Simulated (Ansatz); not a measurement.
A geometry relaxed with PBE-D3(BJ)/def2-TZVP (Ansatz, a quantum-chemistry and plane-wave program), charge 0, multiplicity 1:

```xyz
4

B      0.0002     0.0004    -0.0004
I     -1.2977    -1.6813     0.0009
I      2.1053    -0.2842    -0.0010
I     -0.8077     1.9651     0.0005
```

Task: Write the SMILES of this molecule.

Result: `IB(I)I`
